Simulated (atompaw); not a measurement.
## platinum: variants of one PAW (atompaw) potential

Base potential:

Pt (Z = 78), PAW, made with atompaw 4.2.0.5 (PBE, scalar-relativistic). Core [Xe] 4f14, reference 5d9 6s1 6p0. Waves: 6s (bound): rc 2.85 bohr; 6s channel at 0.95 Ry: rc 2.85 bohr; 6p (bound, empty): rc 3.00 bohr; 6p channel at 0.5 Ry: rc 3.00 bohr; 5d (bound): rc 3.00 bohr; 5d channel at 1.85 Ry: rc 1.30 bohr. Local part: troulliermartins scheme with l = 3 at 0.5 Ry, radius 2.15 bohr. Core correction: smooth core density matched at 2.50 bohr. Augmentation charge: sinc compensation charge, radius 2.75 bohr; PAW radius 3.00 bohr; waves and projectors: custom rrkj vanderbiltortho.

Cutoffs, loose and tight: the cutoffs (Ry, on a coarse ladder) from which the occupation-weighted sum of valence levels, in a spherical-Bessel basis at the reference potential, stays within 10 and 1 mRy of its value at 400 Ry. They see the waves, projectors and local potential, not the compensation charge or the core. A dash means not determined.

A true bound ghost makes a file unfit for plane-wave use even where its test errors are small: the radial tests pick states by their node count and pass the ghost by.

```csv
change,outcome,"cutoff, loose","cutoff, tight",bound ghosts
base,generated,12 Ry,18 Ry,s
"all radii scaled by about 0.74 (s 2.12, p 2.22, d 2.22 bohr); local potential troulliermartins scheme with l = 3 at 0.5 Ry, radius 1.60 bohr; augmentation sinc compensation charge, radius 2.04 bohr; PAW radius 2.22 bohr; waves and projectors: custom rrkj vanderbiltortho; core correction smooth core density matched at 1.86 bohr",failed: atompaw: The overlap operator has at least one negative eigenvalue!,–,–,–
"all radii scaled by about 0.80 (s 2.28, p 2.40, d 2.40 bohr); local potential troulliermartins scheme with l = 3 at 0.5 Ry, radius 1.72 bohr; augmentation sinc compensation charge, radius 2.20 bohr; PAW radius 2.40 bohr; waves and projectors: custom rrkj vanderbiltortho; core correction smooth core density matched at 2.00 bohr",generated,18 Ry,30 Ry,"s, p"
"all radii scaled by about 0.86 (s 2.46, p 2.58, d 2.58 bohr); local potential troulliermartins scheme with l = 3 at 0.5 Ry, radius 1.86 bohr; augmentation sinc compensation charge, radius 2.38 bohr; PAW radius 2.58 bohr; waves and projectors: custom rrkj vanderbiltortho; core correction smooth core density matched at 2.16 bohr",generated,15 Ry,25 Ry,"s, p"
"all radii scaled by about 0.92 (s 2.62, p 2.76, d 2.76 bohr); local potential troulliermartins scheme with l = 3 at 0.5 Ry, radius 1.98 bohr; augmentation sinc compensation charge, radius 2.52 bohr; PAW radius 2.76 bohr; waves and projectors: custom rrkj vanderbiltortho; core correction smooth core density matched at 2.30 bohr",generated,15 Ry,21 Ry,"s, d, p"
"all radii scaled by about 1.06 (s 3.02, p 3.18, d 3.18 bohr); local potential troulliermartins scheme with l = 3 at 0.5 Ry, radius 2.28 bohr; augmentation sinc compensation charge, radius 2.92 bohr; PAW radius 3.18 bohr; waves and projectors: custom rrkj vanderbiltortho; core correction smooth core density matched at 2.66 bohr",generated,10 Ry,18 Ry,s
"all radii scaled by about 1.11 (s 3.16, p 3.34, d 3.34 bohr); local potential troulliermartins scheme with l = 3 at 0.5 Ry, radius 2.40 bohr; augmentation sinc compensation charge, radius 3.06 bohr; PAW radius 3.34 bohr; waves and projectors: custom rrkj vanderbiltortho; core correction smooth core density matched at 2.78 bohr",generated,8 Ry,15 Ry,s
"all radii scaled by about 1.16 (s 3.30, p 3.48, d 3.48 bohr); local potential troulliermartins scheme with l = 3 at 0.5 Ry, radius 2.50 bohr; augmentation sinc compensation charge, radius 3.18 bohr; PAW radius 3.48 bohr; waves and projectors: custom rrkj vanderbiltortho; core correction smooth core density matched at 2.90 bohr",generated,8 Ry,12 Ry,s
"all radii scaled by about 1.23 (s 3.52, p 3.70, d 3.70 bohr); local potential troulliermartins scheme with l = 3 at 0.5 Ry, radius 2.66 bohr; augmentation sinc compensation charge, radius 3.40 bohr; PAW radius 3.70 bohr; waves and projectors: custom rrkj vanderbiltortho; core correction smooth core density matched at 3.08 bohr",generated,8 Ry,8 Ry,none
"all radii scaled by about 1.29 (s 3.68, p 3.88, d 3.88 bohr); local potential troulliermartins scheme with l = 3 at 0.5 Ry, radius 2.78 bohr; augmentation sinc compensation charge, radius 3.56 bohr; PAW radius 3.88 bohr; waves and projectors: custom rrkj vanderbiltortho; core correction smooth core density matched at 3.24 bohr",generated,6 Ry,8 Ry,none
```

Reading the sweep of the scale of all radii (base = 1) (base included, trends over the rows without a ghost): Bound ghosts are found at 0.8, 0.86, 0.92, 1, 1.06, 1.11, 1.16. The generation fails at 0.74.
